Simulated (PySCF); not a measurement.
Vertical excitations of a molecule C₂H₃Cl₂FSi from PySCF with TDDFT-PBE/def2-SVPD, as energy in eV (oscillator strength): 5.02 (0.126), 5.42 (0.002), 5.48 (0.003), 5.73 (0.009), 5.90 (0.002), 6.26 (0.026), 6.43 (0.000), 6.69 (0.001), 6.76 (0.002), 6.79 (0.004). Lowest triplet (TDA): 3.56 eV. Coordinates come from a B3LYP-D3(BJ)/def2-SVP optimisation. One conformer was computed; it need not be the lowest.

Task: Pick the molecule that these values belong to.
(A) F/C(Cl)=C\[SiH2]Cl
(B) C=C[Si](F)(Cl)Cl
(C) F/C(=C/Cl)[SiH2]Cl
(D) F[SiH2]C=C(Cl)Cl

Result: C, F/C(=C/Cl)[SiH2]Cl
